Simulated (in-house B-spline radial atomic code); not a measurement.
# Hf IV (Hf3+): [Xe] 4f14 9g1 (an excited or competing configuration)

All numbers are computed (Dirac-Hartree-Fock, average of configuration; Fermi nucleus of rms radius 5.347 fm) with a B-spline radial code for spherical atoms, not measured.

Screening seen three ways: the hydrogenic charge with the same mean radius, Z_r = [3n² - l(l+1)]/(2<r>), the one with the same energy, Z_e = n√(-2ε), and Slater's rules. Values are occupation-weighted means over j. An effective charge above Z reflects the relativistic contraction of the inner shells.

| shell | electrons | ε (eV) | <r> (bohr) | Z_r | Z_e | Slater |
| --- | --- | --- | --- | --- | --- | --- |
| 1s | 2 | -65794 | 0.01899 | 79.00 | 69.54 | 71.70 |
| 2s | 2 | -11417 | 0.07972 | 75.27 | 57.94 | 67.85 |
| 2p | 6 | -10085 | 0.07132 | 70.10 | 54.45 | 67.85 |
| 3s | 2 | -2691.1 | 0.2076 | 65.01 | 42.19 | 60.75 |
| 3p | 6 | -2281 | 0.2073 | 60.29 | 38.84 | 60.75 |
| 3d | 10 | -1765.4 | 0.189 | 55.55 | 34.17 | 50.85 |
| 4s | 2 | -604.3 | 0.4687 | 51.20 | 26.66 | 44.25 |
| 4p | 6 | -466.16 | 0.4967 | 46.30 | 23.41 | 44.25 |
| 4d | 10 | -277.86 | 0.5367 | 39.13 | 18.08 | 32.85 |
| 5s | 2 | -119.37 | 1.142 | 32.83 | 14.81 | 14.35 |
| 5p | 6 | -82.25 | 1.312 | 27.82 | 12.29 | 14.35 |
| 4f | 14 | -70.739 | 0.656 | 27.44 | 9.12 | 21.45 |
| 9g | 1 | -2.6912 | 27.82 | 4.01 | 4.00 | - |

The least bound orbital is 9g7/2 at -2.691 eV, and it is also the most diffuse (<r> = 27.82 bohr).

Spin-orbit splittings of the orbital energies (j = l + 1/2 above j = l - 1/2 when positive): 2p 1194 eV, 3p 260.2 eV, 3d 56.16 eV, 4p 60.06 eV, 4d 11.23 eV, 5p 8.581 eV, 4f 1.939 eV, 9g -0.0001534 eV.

For the 1s electron the small component carries 7.33 % of the norm, the zero-frequency Breit interaction raises the level by 222.1 eV, self-energy by 137.6 eV, and vacuum polarisation lowers it by 25.26 eV.
